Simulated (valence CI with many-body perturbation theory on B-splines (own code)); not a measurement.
Results of a calculation; reference values are marked as such.
Hyperfine factors and g values of In34+

Level of theory: relativistic CI+MBPT: five valence electrons over a frozen Dirac-Fock core [Ne], a basis of 9 s, 9 p, 8 d, 6 f, 3 g, 1 h functions for each j, with the one-electron correlation potential Σ1 (screened to all orders), the two-electron term Σ2, the three-electron term Σ3, Breit, model QED; selected single and double excitations, second order for the rest (own B-spline code, finite nucleus).

No measured spectrum was set against this ion. As an estimate, large intervals hold to a few tenths of a per cent, small ones and those within an open d or f shell to about a per cent. Among the levels kept, up to 580 cm⁻¹ of a level comes from second order outside the variational space, and about a tenth of that is noise between levels of different J, which matters for small intervals.

A/g_I is the dipole constant over the nuclear g factor μ/I (μ in nuclear magnetons, uniformly magnetised nucleus), B/Q the quadrupole constant per barn. Both hold the static response of the core; the bare values leave it out. Large factors of s and p1/2 electrons are usually good to 5 to 10 %; those of open d and f shells near neutrality can be off by tens of per cent, and small factors of p3/2, d and f electrons come from cancelling terms and can be off by a factor of two or in sign, in half-filled shells by more. B is blank for J = 1/2, where it vanishes, and for nearly pure S terms. Energies count from the lowest level.

Levels are named by their leading jj configuration (3d3/2^4 stands for four electrons in 3d with j = 3/2), which in mixed levels can hold well under half, so a name can repeat and another be missing. Letters in brackets count levels of one name in rising energy.

| Level | E (cm⁻¹) | g | A/g_I (MHz) | A/g_I bare | B/Q (MHz/b) | B/Q bare |
| --- | --- | --- | --- | --- | --- | --- |
| (3s^2 3p1/2^2 3p3/2) J=3/2 | 0 | 1.438 | 44300 | 44500 | 76000 | 74400 |
| (3s^2 3p1/2 3p3/2^2) J=3/2 | 348260 | 1.411 | 2600 | 3790 | 24700 | 24200 |
| (3s^2 3p1/2 3p3/2^2) J=5/2 | 405730 | 1.195 | 99800 | 98000 | -335 | -325 |
| (3s^2 3p1/2 3p3/2^2) J=1/2 | 476790 | 0.659 | 301000 | 292000 |  |  |
| (3s^2 3p3/2^3) J=3/2 | 831060 | 1.272 | 51900 | 51500 | -101000 | -98600 |
| (3s 3p1/2^2 3p3/2^2) J=5/2 | 1059500 | 1.495 | 188000 | 184000 | 23000 | 22700 |
| (3s^2 3p1/2^2 3d3/2) J=3/2 | 1064700 | 0.841 | 11100 | 12300 | -5690 | -4730 |
| (3s 3p1/2^2 3p3/2^2) J=1/2 | 1225500 | 2.290 | 757000 | 736000 |  |  |
| (3s^2 3p1/2^2 3d5/2) J=5/2 | 1240700 | 1.194 | 33000 | 33300 | 35300 | 35600 |
| (3s 3p1/2^2 3p3/2^2) J=3/2 | 1243200 | 1.154 | -43100 | -40200 | -21400 | -20800 |
| (3s^2 3p1/2 3p3/2 3d3/2) J=3/2 [a] | 1418100 | 0.981 | 57600 | 57400 | -59800 | -58600 |
| (3s^2 3p1/2 3p3/2 3d3/2) J=5/2 [a] | 1419900 | 0.983 | 84100 | 82800 | -19800 | -19000 |
| (3s^2 3p1/2 3p3/2 3d3/2) J=1/2 [a] | 1427300 | 0.287 | 98200 | 96800 |  |  |
| (3s 3p1/2 3p3/2^3) J=3/2 [a] | 1435300 | 1.404 | 118000 | 116000 | -49000 | -47900 |
| (3s^2 3p1/2 3p3/2 3d3/2) J=7/2 | 1472800 | 1.096 | 69800 | 69200 | 51500 | 51200 |
| (3s^2 3p1/2 3p3/2 3d5/2) J=5/2 [a] | 1495300 | 1.194 | 168000 | 164000 | -100000 | -98100 |
| (3s^2 3p1/2 3p3/2 3d5/2) J=7/2 [a] | 1514700 | 1.306 | -4120 | -2650 | 99300 | 98400 |
| (3s^2 3p1/2 3p3/2 3d5/2) J=9/2 | 1572200 | 1.220 | 53100 | 52800 | 60200 | 60300 |
| (3s^2 3p1/2 3p3/2 3d5/2) J=5/2 [b] | 1597300 | 1.301 | 36500 | 37100 | 17000 | 17000 |
| (3s 3p1/2 3p3/2^3) J=1/2 | 1602300 | 1.207 | 46600 | 45800 |  |  |
| (3s^2 3p1/2 3p3/2 3d5/2) J=3/2 [a] | 1614100 | 1.163 | -12400 | -10600 | -52700 | -51500 |
| (3s^2 3p1/2 3p3/2 3d3/2) J=3/2 [b] | 1640400 | 1.261 | -5640 | -3750 | 6290 | 5890 |
| (3s^2 3p1/2 3p3/2 3d3/2) J=5/2 [b] | 1673900 | 1.206 | 87600 | 86400 | -27700 | -26900 |
| (3s^2 3p1/2 3p3/2 3d3/2) J=1/2 [b] | 1677100 | 1.964 | 50700 | 51900 |  |  |
| (3s^2 3p1/2 3p3/2 3d5/2) J=7/2 [b] | 1679100 | 1.063 | 61100 | 60300 | 46700 | 46800 |
| (3s^2 3p1/2 3p3/2 3d5/2) J=3/2 [b] | 1736500 | 1.099 | 84300 | 82900 | -5910 | -5760 |
| (3s^2 3p1/2 3p3/2 3d5/2) J=5/2 [c] | 1745000 | 1.171 | 31600 | 31700 | 26400 | 26500 |
| (3s 3p1/2 3p3/2^3) J=3/2 [b] | 1768000 | 1.115 | 89700 | 88300 | 31200 | 30700 |
| (3s^2 3p1/2 3p3/2 3d5/2) J=1/2 | 1817500 | 1.140 | 32700 | 32400 |  |  |
| (3s^2 3p3/2^2 3d5/2) J=7/2 | 1932500 | 1.257 | 27100 | 27700 | 20200 | 20200 |
| (3s^2 3p3/2^2 3d5/2) J=1/2 | 1932600 | 1.264 | 164000 | 160000 |  |  |
| (3s^2 3p3/2^2 3d5/2) J=9/2 | 1955800 | 1.216 | 30000 | 30400 | 73000 | 72700 |
| (3s^2 3p3/2^2 3d3/2) J=1/2 | 1986100 | 1.503 | 30200 | 30100 |  |  |
| (3s^2 3p3/2^2 3d3/2) J=5/2 | 1989000 | 1.199 | 69700 | 69200 | -26900 | -26500 |
| (3s^2 3p3/2^2 3d3/2) J=3/2 [a] | 1992100 | 1.151 | 26500 | 27100 | -32100 | -31900 |
| (3s^2 3p3/2^2 3d3/2) J=7/2 | 2019700 | 1.097 | 41300 | 41400 | 6610 | 7570 |
| (3s^2 3p3/2^2 3d3/2) J=3/2 [b] | 2091500 | 0.988 | 26100 | 27000 | 18600 | 18900 |
| (3s^2 3p3/2^2 3d5/2) J=5/2 [a] | 2098500 | 1.203 | 14800 | 15700 | 120000 | 118000 |
| (3s 3p1/2^2 3p3/2 3d3/2) J=5/2 | 2125700 | 1.389 | 149000 | 147000 | 16700 | 16100 |
| (3s 3p1/2^2 3p3/2 3d3/2) J=3/2 [a] | 2132300 | 1.512 | 150000 | 148000 | -5500 | -5960 |

**Question.** Take the isotope of mass number 113, with I = 9/2, μ = 5.5208 μN and Q = 0.761 b. What is the hyperfine structure of (3s^2 3p1/2^2 3d3/2) J=3/2?

**Answer.** From the table A = 13700 MHz, B = -4330 MHz. Shifts from the centre of gravity in MHz: F = 3: -115000, F = 4: -57300, F = 5: 12100, F = 6: 91400.
